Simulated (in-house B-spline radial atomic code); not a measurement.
## RPA and G0W0 on LC-wPBE: Mn⁺

Configuration [Ar] 3d5 4s1, highest spin, mean-field start LC-wPBE. Computed with a B-spline radial code for spherical atoms: all electrons, non-relativistic, point nucleus, each spin shell either full or empty, empty states to l = 9 with an (l + 1/2)⁻⁴ tail; G0W0 by contour deformation at full frequency.

Command:
```bash
python run_gw.py task.json out
```
Settings (radii: box in bohr, nucleus in fm):
```
Z                        25
electrons                24
configuration            [Ar] 3d5 4s1
hamiltonian              nr
method                   lc_wpbe
lmax                     9
spin_polarised           True
box_radius               23.78
intervals                52
ion_configuration        [Ar] 3d5
```

Run time, properties included: 8.4 s on 1 thread of Arm Neoverse N1, with other jobs on the host.

Energies (hartree):

```csv
term,value
mean-field total,-1150.54370
Hartree-Fock functional on these orbitals,-1149.63096
direct second order,-1.7752
second-order exchange,0.58696
SOSEX correction,0.53523
```

What is the RPA correlation energy, and what remains with SOSEX?

RPA gives -1.5391 hartree (-1.75 eV per electron); RPA + SOSEX gives -1.0038, and the second-order doubles -1.1882 hartree (no singles). SOSEX takes back 35 % of the RPA value.

Quasi-particle levels (eV):

```json
{"level": "4s up", "occupied": "yes", "mean field": "-15.407", "Σx - vxc": "0.36", "Σc": "?", "QP weight": "?", "G0W0": "?"}
{"level": "3d up", "occupied": "yes", "mean field": "-21.542", "Σx - vxc": "-4.08", "Σc": "1.50", "QP weight": "0.902", "G0W0": "-24.122"}
{"level": "3p down", "occupied": "yes", "mean field": "-64.16", "Σx - vxc": "-5.09", "Σc": "2.25", "QP weight": "0.878", "G0W0": "-67.00"}
{"level": "4s down", "occupied": "no", "mean field": "-6.737", "Σx - vxc": "1.06", "Σc": "-1.42", "QP weight": "0.960", "G0W0": "-7.093"}
```

G0W0 = mean field + (Σx - vxc) + Σc, with Σc (partial-wave tail included) taken at the quasi-particle energy. Only the outer levels were computed. Levels of low weight are left out.

Where does G0W0 put 4s up?

At -16.113 eV, with Σc = -1.07 eV and a quasi-particle weight of 0.966. The tabulated removal energy is 15.640 eV (NIST, measured); the calculation leaves out relativity, Breit and QED terms, and what these don't explain is the method's own error.

What does it cost to remove one electron (to [Ar] 3d5) by differences of total energies, each species on its own start (correlation terms add to the Hartree-Fock functional)?

LC-wPBE 15.571 eV, Hartree-Fock functional 14.599 eV, + RPA 15.749 eV, + RPA + SOSEX 15.241 eV, + second order 15.657 eV. Tabulated: 15.640 eV (NIST, measured); the calculation leaves out relativity, Breit and QED terms, and what these don't explain is the method's own error.
